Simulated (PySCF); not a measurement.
Compound: C6H8F4O2.
Numbering: `[F:1][C@@H:2]1[CH2:3][C@@H:4]([CH2:5][C:6]([F:7])([F:8])[F:9])[O:10][CH2:11][O:12]1` (hydrogens: H13 on C2; H14, H15 on C3; H16 on C4; H17, H18 on C5; H19, H20 on C11)

Computed, not measured: PBE0-D3(BJ)/def2-SVP geometry optimisation, gas phase in PySCF 2.14.0.

Q: Give the optimised bond lengths and angles.

A: 
| bond | length (Å) | order |
| --- | --- | --- |
| F1–C2 | 1.380 | single |
| C2–C3 | 1.519 | single |
| C3–C4 | 1.523 | single |
| C4–C5 | 1.518 | single |
| C5–C6 | 1.504 | single |
| C6–F7, C6–F8, C6–F9 | 1.338 | single |
| C4–O10 | 1.415 | single |
| O10–C11 | 1.387 | single |
| C11–O12 | 1.405 | single |
| C2–O12 | 1.378 | single |
| C2–H13 | 1.101 | single |
| C3–H14 | 1.098 | single |
| C3–H15 | 1.101 | single |
| C4–H16 | 1.108 | single |
| C5–H17 | 1.100 | single |
| C5–H18 | 1.100 | single |
| C11–H19 | 1.097 | single |
| C11–H20 | 1.108 | single |

Bonds in one row agree within 0.01 Å and their mean is given. Orders are formal, as drawn. A selection of angles:
| angle | degrees |
| --- | --- |
| F1–C2–C3 | 108.4 |
| F1–C2–O12 | 109.8 |
| F1–C2–H13 | 107.5 |
| C3–C2–O12 | 111.9 |
| C3–C2–H13 | 112.5 |
| O12–C2–H13 | 106.7 |
| C2–C3–C4 | 109.6 |
| C2–C3–H14 | 109.6 |
| C2–C3–H15 | 108.3 |
| C4–C3–H14 | 111.6 |
| C4–C3–H15 | 109.4 |
| H14–C3–H15 | 108.3 |
| C3–C4–C5 | 115.2 |
| C3–C4–O10 | 108.9 |
| C3–C4–H16 | 108.8 |
| C5–C4–O10 | 105.7 |
| C5–C4–H16 | 109.0 |
| O10–C4–H16 | 109.2 |
| C4–C5–C6 | 115.1 |
| C4–C5–H17 | 108.0 |
| C4–C5–H18 | 110.4 |
| C6–C5–H17 | 107.4 |
| C6–C5–H18 | 108.2 |
| H17–C5–H18 | 107.5 |
| C5–C6–F7 | 112.3 |
| F7–C6–F8 | 107.1 |
| C4–O10–C11 | 111.8 |
| O10–C11–O12 | 112.4 |
| O10–C11–H19 | 107.8 |
| O10–C11–H20 | 110.4 |
| O12–C11–H19 | 106.7 |
| O12–C11–H20 | 109.3 |
| H19–C11–H20 | 110.3 |
| C2–O12–C11 | 113.2 |

Dihedral angles: F1–C2–C3–C4 -72° (synclinal); C2–C3–C4–C5 -170° (antiperiplanar); C3–C4–C5–C6 -69° (synclinal); C4–C5–C6–F7 66° (synclinal); C3–C4–O10–C11 58° (synclinal); C4–O10–C11–O12 -61° (synclinal); O10–C11–O12–C2 58° (synclinal); F1–C2–O12–C11 68° (synclinal).

The 6-membered ring C2–C3–C4–O10–C11–O12 has internal angles of 108.9° to 113.2° (sum 668°, against 720° for a flat polygon); it is puckered, 0.22 Å rms from its mean plane, widest ring torsion 61°. The 4 C–O bonds span 1.378 Å (C2–O12, drawn single) to 1.415 Å (C4–O10, drawn single), a spread of 0.037 Å. Of the pairs four or more bonds apart, F7···H14 is among the closest relative to their van der Waals radii: 2.46 Å, 92 % of the sum of Bondi's values. The C–F distances run from 1.334 Å (C6–F8, drawn single) to 1.380 Å (F1–C2, drawn single), a spread of 0.046 Å.

Point group: C1 (no symmetry element, even within 0.4 Å). Not checked by PBE0-D3(BJ)/def2-SVP frequencies. The numbers are those of one conformer.
